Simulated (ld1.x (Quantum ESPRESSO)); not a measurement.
What one change does to a pseudopotential (chlorine, ultrasoft)

* Element: chlorine
* Generator: ld1.x (Quantum ESPRESSO) 7.5
* Type: ultrasoft
* Functional: BLYP
* Relativity: scalar-relativistic
* Frozen core: [Ne]
* Valence charge: 7
* Reference configuration: 3s2 3p5
* Partial waves: 3s (bound): rcut 1.05, rcutus 1.40 bohr; 3s channel at -1.1 Ry: rcut 1.05, rcutus 1.40 bohr; 3p (bound): rcut 1.05, rcutus 1.15 bohr; 3p channel at 3.55 Ry: rcut 1.05, rcutus 1.15 bohr
* Local potential: all-electron potential smoothed inside 1.05 bohr (lloc = -2)
* Core correction: Bessel-smoothed model core inside 0.70 bohr
* Augmentation charge: PSQ, radius 0.95 bohr

Change: functional LDA (PZ).

Cutoffs: the cutoffs (Ry, on a coarse ladder) from which the occupation-weighted sum of valence levels, in a spherical-Bessel basis at the reference potential, stays within 10 and 1 mRy of its value at 400 Ry; they do not see the model core or the augmentation charge, which bear on the density cutoff. Errors are all-electron minus pseudo energies relative to the spin-unpolarised reference configuration.

Q: What does the change do?

A: The potential gets softer (30 Ry and 60 Ry → 25 Ry and 60 Ry); the number of tests with a reliable result goes from 7 to 9; of the 7 tests that both files solve, the error grows in 3 and shrinks in 0 by more than 15 % and 0.3 meV (median size 0.4 → 1.6 meV); neither file shows a bound ghost.

```csv
quantity,base,changed
"cutoff, loose",30 Ry,25 Ry
"cutoff, tight",60 Ry,60 Ry
loose cutoff by channel (10 mRy a level),"s 8 Ry, p 12 Ry","s 6 Ry, p 12 Ry"
bound ghosts,none,none
"error for 3s2 3p4, meV [ΔE 13.73 → 13.97 eV]",-0.8,-0.9
"error for 3s2 3p3, meV [ΔE 39.03 → 39.50 eV]",-0.8,-1.6
"error for 3s2 3p2, meV [ΔE 77.20 → 77.89 eV]",+0.2,-3.0
"error for 3s1 3p6, meV [ΔE 12.14 → 12.05 eV]",-0.3,+0.1
"error for 3s2 3p1, meV [ΔE 129.35 → 130.27 eV]",+0.4,-8.7
"error for 3s2 3p4.5, meV [ΔE 5.51 → 5.63 eV]",-0.4,-0.5
"error for 3s1 3p5, meV [ΔE 26.42 → 26.57 eV]",-2.8,-2.6
s: phases at 1.55 bohr within 0.05 rad from the reference energy up to (Ry; the scan ends near 5),to the end of the scan,to the end of the scan
p: phases at 1.55 bohr within 0.05 rad from the reference energy up to (Ry; the scan ends near 5),to the end of the scan,to the end of the scan
lowest overlap eigenvalue by channel,"s 0.44, p 0.73","s 0.43, p 0.73"
```
